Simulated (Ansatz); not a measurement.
## Redistribution: C2H3BrF2 + C2HBrF2 → C2H3F3 + C2HBr2F

Species: C2H3BrF2 (2-bromo-1,1-difluoroethane) `FC(F)CBr`, singlet; C2HBrF2 `F/C=C(\F)Br`, singlet; C2H3F3 (1,1,2-trifluoroethane) `FCC(F)F`, singlet; C2HBr2F `F/C(Br)=C/Br`, singlet. The partners trade Br for F; both sit on C, so the bond types are kept.

Shapes, held fixed at every level: PBE0-D4/def2-TZVP. Flexible molecules stand in one conformer, not always the lowest. Programs: Ansatz 0.2.0. Electronic energies: no zero-point or thermal term.

```
             level                    kind  ΔE (kJ/mol)  less CCSD(T)/def2-TZVPP  CPU time (sum over the molecules)
     HF/def2-TZVPP            Hartree–Fock         -5.1                     +3.1                                  –
 PBE-D4/def2-TZVPP                     GGA         -5.3                     +2.9                               33 s
PBE0-D4/def2-TZVPP           global hybrid         -5.6                     +2.6                               43 s
wB97X-V/def2-TZVPP  range-separated hybrid         -6.1                     +2.1                            1.7 min
 B2PLYP/def2-TZVPP           double hybrid         -8.5                     -0.3                               85 s
   CCSD/def2-TZVPP   coupled cluster or CI         -7.5                     +0.7                                  –
CCSD(T)/def2-TZVPP   coupled cluster or CI         -8.2                      0.0                             29 min
```

The highest level, CCSD(T)/def2-TZVPP, gives ΔE = -8.2 kJ/mol; the levels span -8.5 to -5.1. The column of differences is taken from that level and isn't an error. No measured value is set beside it here. Relativity is left out for Br. Outer-core shells of Br are correlated in most correlated rows, in sets that cover them unevenly. Times are processor times on shared x86 and Arm servers, and rough.
